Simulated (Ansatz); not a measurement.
Program: Ansatz. Geometries: PBE0-D4/def2-TZVP. ΔE: electronic, gas phase. CBS: MP2 limit from def2 TZ/QZ plus the TZ coupled-cluster correction, frozen cores. Functionals use def2-TZVPP. def2 core potentials past Kr. For W outer-core shells are correlated without core-valence functions, which leaves a few kJ/mol of doubt a bond. Each species was taken in one conformer, which may not be the lowest.

`C=NB(O)F` + `[CH3][W](=[O])([OH])=[S]` → `C=NB(C)F` + `[O]=[W]([OH])([OH])=[S]`  (redistribution)

`C=NB(O)F`:

Z-matrix (Å, degrees):
```
C
N 1 1.251
H 1 1.095 2 120.4
H 1 1.099 2 123.8 3 179.9
B 2 1.426 1 134.3 3 -179.2
F 5 1.330 2 119.4 1 87.5
O 5 1.356 2 123.3 1 -97.9
H 7 0.959 5 113.2 2 2.7
```

`[CH3][W](=[O])([OH])=[S]`:

Z-matrix (Å, degrees):
```
C
W 1 2.102
H 1 1.095 2 108.5
H 1 1.093 2 110.4 3 120.2
H 1 1.092 2 110.7 3 -119.1
O 2 1.697 1 104.2 3 62.4
O 2 1.872 1 108.6 3 -57.2
S 2 2.133 1 105.5 3 179.5
H 7 0.961 2 126.1 1 -107.6
```

`C=NB(C)F`:

```xyz
10

C    -0.414    1.174   -1.675
N     0.047    0.812   -0.582
B     0.094    0.281    0.696
C     0.338   -1.241    0.979
F    -0.005    1.134    1.731
H    -1.484    1.116   -1.914
H     0.236    1.577   -2.461
H     1.247   -1.373    1.573
H    -0.486   -1.639    1.579
H     0.427   -1.842    0.074
```

`[O]=[W]([OH])([OH])=[S]`:

Cartesian coordinates in Å:
```
O 1.040 -1.108 -1.200
W -0.032 -0.161 -0.286
O -0.246 -0.924 1.414
O 0.696 1.560 -0.145
S -1.930 -0.080 -1.262
H 0.282 -1.655 1.745
H 0.190 2.368 -0.265
```

```
   level  ΔE (eV)
 PBE0-D4     0.06
PBE-QIDH     0.14
```

Question: What does CCSD(T)/CBS give? (An estimate is asked.)

Answer: Computed: +0.16 eV. The listed levels differ from it by -0.10, -0.02 eV.

Largest T1 diagnostic among the species: 0.023, so the coupled-cluster value is less sure than usual.

Leaving LDA and LC-ωPBE aside and taking each functional with its dispersion term where it has one, the values, not all of them listed here, spread over 0.16 eV, from BLYP-D4 to PBE-QIDH. From PBE to PBE0 (25 % exact exchange), in def2-TZVPP and without D4, ΔE moves by +0.08 eV. At CCSD(T), def2-SVP lies +0.10 eV from the extrapolated value and def2-TZVPP +0.02 eV.
